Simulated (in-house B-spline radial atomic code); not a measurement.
A calculation on Eu+: its settings, and results tabulated from the run. Method: scalar-relativistic (X2C) PBE, spherical fractional occupations, Fermi nucleus of rms radius 5.1115 fm, inside a hard spherical wall at 1.5 bohr. Calculated with a B-spline radial code for spherical atoms.

Command:
```bash
python run_scf.py task.json out
```
Settings (nuclear radius in fm, mass in u):
```
Z                63
configuration    [Xe] 4f7 6s1
hamiltonian      x2c
method           pbe,pbe
spin_polarised   False
nucleus          fermi
rms_radius       5.1115
atomic_mass      152.92124
speed_of_light   137.035999084
wall_radius      1.5
```

Output (hartree, bohr):
```
 radial grid: 57 intervals, B-splines of order 8, outer radius 1.5 bohr

 iter        energy (Eh)    residual
    1      -10784.634379    4.70e-01
    2      -10785.287258    9.70e-02
    3      -10785.517922    1.30e-02
    4      -10785.521251    5.85e-03
    5      -10785.521480    1.18e-03
    6      -10785.521500    4.23e-04
    7      -10785.521503    6.33e-05
    8      -10785.521503    2.71e-07

 total energy                    -10785.52150
 kinetic                           11990.3550
 electron-nucleus                 -27026.5240
 Hartree                            4505.2170
 exchange-correlation               -254.5695

 orbital      occ     eigenvalue          <r>       <r^2>       <1/r>       r_max
 1s         2.000     -1766.6680    0.0216141 0.000646121     75.1793     0.01336
 2s         2.000      -285.3208    0.0944939   0.0106049     17.3232     0.08045
 2p         6.000      -253.9840    0.0835153  0.00853077     15.3599     0.06471
 3s         2.000       -58.6617     0.249851   0.0714906      6.1969      0.2294
 3p         6.000       -48.8768     0.248368   0.0716274     5.64886      0.2248
 3d        10.000       -35.5410     0.226985   0.0606602     5.31117      0.1842
 4s         2.000        -8.2842     0.581424    0.381557     2.48509      0.5357
 4p         6.000        -5.1591     0.617554    0.432009     2.23158      0.5619
 4d        10.000        -0.7154     0.668885    0.508841     1.94862      0.5951
 5s         2.000         3.9655     0.934237    0.964744      1.5539       1.052
 5p         6.000         5.6205     0.928801    0.966017     1.55791        1.08
 4f         7.000         4.3067     0.729063    0.600019     1.60775      0.6423
 6s         1.000        18.3012      0.88949    0.927141     1.87995        1.25
```

Cost of the run: 0.07 s on 1 thread of Arm Neoverse V2 (shared host).

One-electron X2C: radii and densities carry no picture-change correction, so inner-shell <1/r> comes out high (for 1s by about 2 % at Z = 33, 5 % at 54, 10 % at 75, 30 % at 118) and <r> low.
